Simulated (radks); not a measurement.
All-electron atom: Nd2+ in [Xe] 4f4.

Calculated with a radial shooting solver on a logarithmic mesh with Libxc functionals: scalar-relativistic Kohn-Sham, LDA (Slater exchange, Perdew-Wang correlation), spin-polarised, spherical densities, finite nucleus; open shells are filled with parallel spins first (spin-orbit coupling, left out, can overturn this in heavy ions); Fermi nuclear charge, rms radius 4.9123 fm; hard spherical wall at 15 bohr.

Energy parts (eV):
total: -261665.85
kinetic: 278396.44
electron-nucleus: -634946.92
Hartree: 100736.11
exchange-correlation: -5851.48

Orbitals (lengths in bohr, moments of r in powers of bohr; r(max) is where P^2 peaks):
\begin{tabular}{lrrrrr}
orbital & occ. & eigenvalue (eV) & <r^4> & r(max) & <r^2> \\ \hline
1s up & 1 & -43367.09 & 1.530e-06 & 0.01511 & 0.0007611 \\
1s down & 1 & -43367.09 & 1.530e-06 & 0.01511 & 0.0007611 \\
2s up & 1 & -7026.055 & 0.0002494 & 0.08558 & 0.01205 \\
2s down & 1 & -7026.024 & 0.0002493 & 0.08558 & 0.01205 \\
2p up & 3 & -6285.841 & 0.0001834 & 0.06893 & 0.009630 \\
2p down & 3 & -6285.820 & 0.0001834 & 0.06893 & 0.009630 \\
3s up & 1 & -1533.966 & 0.009983 & 0.2440 & 0.08128 \\
3s down & 1 & -1532.849 & 0.009964 & 0.2440 & 0.08120 \\
3p up & 3 & -1300.427 & 0.01042 & 0.2389 & 0.08126 \\
3p down & 3 & -1299.320 & 0.01039 & 0.2389 & 0.08117 \\
3d up & 5 & -975.3173 & 0.008513 & 0.1960 & 0.06892 \\
3d down & 5 & -974.4468 & 0.008483 & 0.1959 & 0.06881 \\
4s up & 1 & -315.8264 & 0.2535 & 0.5653 & 0.4171 \\
4s down & 1 & -312.9732 & 0.2533 & 0.5651 & 0.4169 \\
4p up & 3 & -239.2950 & 0.3334 & 0.5901 & 0.4716 \\
4p down & 3 & -236.4348 & 0.3335 & 0.5898 & 0.4714 \\
4d up & 5 & -130.4391 & 0.5537 & 0.6188 & 0.5818 \\
4d down & 5 & -127.5912 & 0.5569 & 0.6184 & 0.5826 \\
4f up & 4 & -15.7187 & 6.847 & 0.6630 & 1.524 \\
4f down & 0 & -13.2897 & 9.636 & 0.6653 & 1.733 \\
5s up & 1 & -54.3114 & 8.575 & 1.315 & 2.409 \\
5s down & 1 & -52.5508 & 8.958 & 1.323 & 2.457 \\
5p up & 3 & -35.6781 & 16.61 & 1.490 & 3.292 \\
5p down & 3 & -34.3057 & 17.68 & 1.504 & 3.389 \\
5d up & 0 & -13.9567 & 95.37 & 2.086 & 7.526 \\
5d down & 0 & -13.3120 & 107.2 & 2.139 & 7.964 \\
6s up & 0 & -13.5165 & 298.1 & 3.262 & 14.39 \\
6s down & 0 & -13.1855 & 316.7 & 3.307 & 14.82 \\
6p up & 0 & -9.5639 & 670.0 & 3.954 & 21.45 \\
6p down & 0 & -9.3324 & 719.5 & 4.025 & 22.22 \\
\end{tabular}

The highest occupied level is 4f up at -15.719 eV. The electron density at the nucleus is 4.704e+05 e/bohr^3 (large components only). Summed over all electrons, <r^2> = 41.91 bohr^2, which gives a Langevin (diamagnetic) susceptibility term of -33.2 x 10^-6 cm^3/mol. The pressure on the wall is 4.83e-10 GPa.

Run on one thread of a shared host, so times are rough (Arm Neoverse N1): 0.32 s of CPU time, 0.32 s wall, 15 iterations on 2066 mesh points.
